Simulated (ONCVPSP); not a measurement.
Transferability test, ONCV potential for fluorine

F, optimised norm-conserving Vanderbilt (ONCV), made with ONCVPSP 4.0.1 (PBE, non-relativistic). Core [He], reference 2s2 2p4 (charge +1). Waves: 2s: rc 0.55 bohr, ncon 4, nbas 9, qcut 15.4 1/bohr, local; 2p: rc 1.40 bohr, ncon 3, nbas 7, qcut 9.5 1/bohr, 2 projectors, debl 0.7 Ha. Local part: the s channel. Core correction: polynomial model core, fcfact 0.2.

In the p channel the program set the typed energies aside and used -1.041, 0.250 Ha.

Energies are relative to the spin-unpolarised reference configuration 2s2 2p4; without spin polarisation the order of configurations can differ from experiment.

Q: Give the all-electron excitation energy and the error of the potential for: 2s2 2p5; 2s2 2p3; 2s2 2p2; 2s2 2p1.

A:

```tsv
valence configuration	charge	ΔE all-electron (eV)	error AE − PS (meV)
2s2 2p5	0	-19.401	+42
2s2 2p3	+2	38.395	+126
2s2 2p2	+3	99.037	+759
2s2 2p1	+4	184.835	+2427
```
